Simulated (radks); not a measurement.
Spherical quantum dot in the effective-mass picture: electrons in a hard-walled sphere of radius 2.56, with a point charge +1 (a donor) at the centre, all in effective atomic units (hartree* = m*/eps^2 hartree, bohr* = eps/m* bohr), one dielectric constant everywhere. Method: non-relativistic Kohn-Sham, r2SCAN, spin-polarised, spherical densities, generalised Kohn-Sham scheme; computed with a radial shooting solver with Libxc functionals. Levels are named by radial order and angular momentum (1s, 1p, 1d, 2s, ...), and open shells are averaged over m.

N = 6, configuration 1s2 1p(up 3, down 1). This is the lowest configuration that the search found. Occupied and some empty levels:

| level | occupation | eigenvalue (hartree*) | <r> (bohr*) |
|---|---|---|---|
| 1s up | 1 | 2.9461 | 1.279 |
| 1s down | 1 | 3.0303 | 1.251 |
| 1p up | 3 | 3.7563 | 1.561 |
| 1p down | 1 | 3.8912 | 1.558 |
| 1d up | 0 | 4.7306 | 1.691 |
| 1d down | 0 | 4.8890 | 1.692 |
| 2s up | 0 | 4.9904 | 1.213 |
| 2s down | 0 | 5.0632 | 1.226 |
| 1f up | 0 | 5.9264 | 1.779 |
| 1f down | 0 | 6.1084 | 1.781 |

Energy (hartree*): total 11.1211, kinetic 7.7770, external -4.8337, Hartree 11.000, exchange-correlation -2.8217.

Electron density:

| r (bohr*) | n(r) (e/bohr*^3) |
|---|---|
| 0.125 | 0.3988 |
| 0.253 | 0.3276 |
| 0.381 | 0.2828 |
| 0.509 | 0.2558 |
| 0.637 | 0.2404 |
| 0.765 | 0.2320 |
| 0.893 | 0.2270 |
| 1.02 | 0.2225 |
| 1.15 | 0.2160 |
| 1.28 | 0.2057 |
| 1.41 | 0.1903 |
| 1.53 | 0.1695 |
| 1.66 | 0.1438 |
| 1.79 | 0.1148 |
| 1.92 | 0.08466 |
| 2.04 | 0.05616 |
| 2.17 | 0.03190 |
| 2.30 | 0.01396 |
| 2.43 | 0.003390 |
| 2.56 | 8.398e-06 |
